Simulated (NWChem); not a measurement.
# PbH2S2, singlet; SMILES [SH][Pb][SH]

```xyz
5

Pb    -0.5126     0.0100     0.0000
S      1.2067     1.8898     0.0000
H      2.2820     1.0707     0.0000
S      1.2559    -1.8305     0.0000
H      0.3519    -2.8360     0.0000
```
Atoms are numbered in this order, from 1.

Computed with NWChem. Medium grid unless said otherwise, to which SCAN and Minnesota functionals are sensitive. Low-valent species are run as closed-shell singlets; no triplet was tried in these runs. Structure relaxed at the PBE0/def2-SVP level. def2 effective core potentials on Pb; no spin-orbit coupling. Total energies of different functionals are on different scales.

```json
[
 {"level": "B3LYP/def2-SVP", "energy (Ha)": "-990.3813", "highest occupied level (eV)": "-6.58", "orbital gap (eV)": "3.98", "dipole (D)": "3.03"},
 {"level": "PBE/def2-SVP", "energy (Ha)": "-989.9660", "highest occupied level (eV)": "[?]", "orbital gap (eV)": "[?]", "dipole (D)": "[?]"},
 {"level": "r2SCAN0/def2-SVP", "energy (Ha)": "-990.2475", "highest occupied level (eV)": "-7.08", "orbital gap (eV)": "4.66", "dipole (D)": "3.39"},
 {"level": "B97-2/def2-SVP", "energy (Ha)": "-990.5419", "highest occupied level (eV)": "-6.64", "orbital gap (eV)": "4.18", "dipole (D)": "3.33"},
 {"level": "Hartree-Fock/def2-SVP", "energy (Ha)": "-987.8737", "highest occupied level (eV)": "-9.30", "orbital gap (eV)": "9.43", "dipole (D)": "3.81"},
 {"level": "BHandHLYP/def2-SVP", "energy (Ha)": "-990.1476", "highest occupied level (eV)": "-7.84", "orbital gap (eV)": "6.07", "dipole (D)": "3.41"},
 {"level": "r2SCAN/def2-SVP", "energy (Ha)": "-990.3190", "highest occupied level (eV)": "-6.04", "orbital gap (eV)": "3.07", "dipole (D)": "3.16"}
]
```

### Question
Some entries are withheld; supply them.

### Answer

- PBE/def2-SVP, highest occupied level (eV): -5.73
- PBE/def2-SVP, orbital gap (eV): 2.73
- PBE/def2-SVP, dipole (D): 2.86
